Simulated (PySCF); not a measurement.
# Running PySCF for TeBr⁻

Input:

```python
from pyscf import gto, scf, mp

mol = gto.M(
    atom='Te 0 0 0; Br 0 0 2.662',
    basis='3-21g',
    charge=-1,
    spin=0,
    verbose=4,
)
mf = scf.RHF(mol)
mf.kernel()
mp.MP2(mf, frozen=27).kernel()
mf.dip_moment()
print('orbital energies (hartree):', mf.mo_energy[..., max(0, mol.nelec[1]-3):mol.nelec[0]+3].round(4))
```

```bash
$ OMP_NUM_THREADS=1 python input.py
```

Output (some set-up lines and the per-cycle HOMO/LUMO lines with their warnings removed):

```
PySCF version 2.14.0

[INPUT] verbose = 4
[INPUT] num. atoms = 2
[INPUT] num. electrons = 88
[INPUT] charge = -1
[INPUT] spin (= nelec alpha-beta = 2S) = 0
[INPUT] symmetry False subgroup None
[INPUT] Mole.unit = angstrom
[INPUT] Symbol           X                Y                Z      unit          X                Y                Z       unit  Magmom
[INPUT]  1 Te     0.000000000000   0.000000000000   0.000000000000 AA    0.000000000000   0.000000000000   0.000000000000 Bohr   0.0
[INPUT]  2 Br     0.000000000000   0.000000000000   2.662000000000 AA    0.000000000000   0.000000000000   5.030450943592 Bohr   0.0

nuclear repulsion = 361.796590486251
number of shells = 23
number of NR pGTOs = 135
number of NR cGTOs = 53
basis = 3-21g
ecp = {}

******** <class 'pyscf.scf.hf.RHF'> ********
method = RHF
initial guess = minao
damping factor = 0
level_shift factor = 0
DIIS = <class 'pyscf.scf.diis.CDIIS'>
diis_start_cycle = 1
diis_space = 8
diis_damp = 0
SCF conv_tol = 1e-09
SCF conv_tol_grad = None
SCF max_cycles = 50
direct_scf = True
direct_scf_tol = 1e-13
Set gradient conv threshold to 3.16228e-05
Initial guess from minao.
init E= -9123.78695354826
cycle= 1 E= -9142.8102172961  delta_E=  -19  |g|= 0.253  |ddm|= 1.82
cycle= 2 E= -9142.82961304975  delta_E= -0.0194  |g|= 0.0316  |ddm|= 0.654
cycle= 3 E= -9142.82994007057  delta_E= -0.000327  |g|= 0.00539  |ddm|= 0.0688
cycle= 4 E= -9142.82995755178  delta_E= -1.75e-05  |g|= 0.001  |ddm|= 0.0183
cycle= 5 E= -9142.82995846734  delta_E= -9.16e-07  |g|= 0.0004  |ddm|= 0.00293
cycle= 6 E= -9142.82995857995  delta_E= -1.13e-07  |g|= 5.91e-05  |ddm|= 0.00135
cycle= 7 E= -9142.82995858299  delta_E= -3.04e-09  |g|= 5.32e-06  |ddm|= 0.000233
cycle= 8 E= -9142.829958583  delta_E= -1.09e-11  |g|= 3.07e-07  |ddm|= 2.01e-05
Extra cycle  E= -9142.82995858302  delta_E= -2e-11  |g|= 6.79e-08  |ddm|= 8.75e-07
converged SCF energy = -9142.82995858302

******** <class 'pyscf.mp.mp2.RMP2'> ********
nocc = 17, nmo = 26
frozen orbitals 27
E(RMP2) = -9142.89086922181  E_corr = -0.0609106387933142
E(SCS-RMP2) = -9142.8921073492  E_corr = -0.0621487661842473
E_corr(same-spin) = -0.0126276927319959
E_corr(oppo-spin) = -0.0482829460613183

WARN: System has nonzero charge -1; the dipole moment is origin-dependent.
Location of origin: [0. 0. 0.]

Dipole moment(X, Y, Z, Debye): -0.00000,  0.00000, -5.48840
orbital energies (hartree): [-0.2172 -0.0931 -0.0931  0.2255  0.6417  0.6936]
```

In short: E(SCF) = -9142.829959 Eh, 8 cycles, E(MP2) − E(SCF) = -0.06091 Eh.

It ran on Intel Xeon 6975P-C (1 thread, shared host) in 0.67 s.

No relativity is included for the heavy element. The basis has no diffuse functions, which an anion needs. The basis is very small, so the numbers show the basis as much as the system. Stability towards an unrestricted solution was not tested. The bond length is a typed value, not an optimised one. The dipole of an ion depends on the origin.
